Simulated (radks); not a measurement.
Neutral iodine inside a hard spherical wall (all orbitals vanish at R), configuration held at [Kr] 4d10 5s2 5p5 and not refilled when levels cross. Method: scalar-relativistic Kohn-Sham, PBEsol, spin-polarised, spherical densities, finite nucleus; open shells are filled with parallel spins first (spin-orbit coupling, left out, can overturn this in heavy ions); Fermi nuclear charge, rms radius 4.75 fm; computed with a radial shooting solver on a logarithmic mesh with Libxc functionals. Eigenvalues in eV for spin up, with the zero of energy where the potential of the charges vanishes at infinity; a dash marks a level that is unbound or too diffuse for the functional's potential to be trusted. A positive occupied level is held by the wall or, in an anion where self-interaction has pushed it up, behind a barrier. The pressure on the wall is -dE/dV.

| R (bohr) | E (hartree) | kinetic (hartree) | e(4p) | e(4d) | e(5s) | e(5p) | e(6s, empty) | e(5d, empty) | pressure (GPa) |
|---|---|---|---|---|---|---|---|---|---|
| free | -7113.19873 | 7465.334 | -127.39 | -50.243 | -17.723 | -7.376 | - | - | 0 |
| 20 | -7113.19873 | 7465.334 | -127.39 | -50.243 | -17.723 | -7.376 | - | - | < 0.0001 |
| 15 | -7113.19873 | 7465.334 | -127.39 | -50.243 | -17.723 | -7.376 | -0.429 | - | < 0.0001 |
| 10 | -7113.19865 | 7465.335 | -127.38 | -50.235 | -17.716 | -7.370 | 0.050 | 1.818 | 0.00258 |
| 8 | -7113.19737 | 7465.348 | -127.31 | -50.158 | -17.652 | -7.309 | 1.064 | 2.573 | 0.0712 |
| 7 | -7113.19303 | 7465.384 | -127.12 | -49.974 | -17.503 | -7.161 | 2.321 | 3.317 | 0.390 |
| 5 | -7113.09416 | 7466.005 | -124.96 | -47.848 | -15.866 | -5.361 | 10.992 | 7.677 | 14.6 |
| 2.5 | -7106.83872 | 7490.243 | -94.704 | -18.886 | 17.857 | 36.113 | 139.47 | 68.692 | 4650 |
| 2 | -7094.96491 | 7531.264 | -67.621 | 8.062 | 66.687 | 93.163 | 282.63 | 139.05 | 24400 |
